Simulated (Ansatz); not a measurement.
Born–Oppenheimer molecular dynamics of CH₅AlCl₂O₂ (11 atoms, charge 0, multiplicity 1). It starts from a rough guess of a transition structure, not a stationary point.

Theory: UKS B3LYP/STO-3G in Ansatz.

```yaml
ensemble: NVE (velocity Verlet)
time_step: 0.5 fs
steps_asked: 150
starting_velocities_drawn_for: 600 K
seed: 387192
```

First frame:

```xyz
11
Properties=species:S:1:pos:R:3
Al -1.679 -0.290 -0.211
O -0.466 -1.645 0.993
Cl -1.863 -1.210 -1.993
Cl -2.861 0.866 0.945
H 0.198 -0.607 0.657
O 0.297 0.560 0.148
C 1.483 0.923 -0.497
H -0.512 -1.694 1.945
H 1.314 1.826 -1.088
H 2.244 1.134 0.261
H 1.845 0.134 -1.160
```

Q: How far do the bonds stretch over the last three quarters of this one trajectory? (Pairs bonded in most of those frames.)

A: 
```json
{"bond": "Al1–O2", "mean (Å)": "2.128", "spread (Å)": "0.275", "shortest": "1.56", "longest": "2.40"}
{"bond": "Al1–Cl3", "mean (Å)": "2.132", "spread (Å)": "0.090", "shortest": "2.00", "longest": "2.27"}
{"bond": "Al1–Cl4", "mean (Å)": "2.107", "spread (Å)": "0.063", "shortest": "2.00", "longest": "2.19"}
{"bond": "Al1–O6", "mean (Å)": "1.703", "spread (Å)": "0.055", "shortest": "1.57", "longest": "1.79"}
{"bond": "O2–H5", "mean (Å)": "1.096", "spread (Å)": "0.136", "shortest": "0.95", "longest": "1.37"}
{"bond": "O2–H8", "mean (Å)": "1.031", "spread (Å)": "0.064", "shortest": "0.93", "longest": "1.13"}
{"bond": "O6–C7", "mean (Å)": "1.486", "spread (Å)": "0.126", "shortest": "1.29", "longest": "1.68"}
{"bond": "C7–H9", "mean (Å)": "1.113", "spread (Å)": "0.020", "shortest": "1.08", "longest": "1.15"}
{"bond": "C7–H10", "mean (Å)": "1.113", "spread (Å)": "0.022", "shortest": "1.06", "longest": "1.16"}
{"bond": "C7–H11", "mean (Å)": "1.117", "spread (Å)": "0.046", "shortest": "1.05", "longest": "1.20"}
```

Pairs bonded in part of these frames only: Al1–O2 69 %, Al1–H5 11 %, O2–H5 78 %, H5–O6 12 %.

Mean temperature of the second half: 1197 K. The conserved energy stayed within 0.72 meV per atom of its start (net change -0.29 meV per atom), so the integration is sound. The kinetic energy rose, since the run started high on the potential surface and went downhill. A run of 0.075 ps of so small a system gives no equilibrium averages. The orbitals were unrestricted but ended closed-shell. Limits of this set-up: minimal basis.

Run time: 13 min on 1 thread of Arm Neoverse V2, on a shared host, peak memory 0.18 GiB.
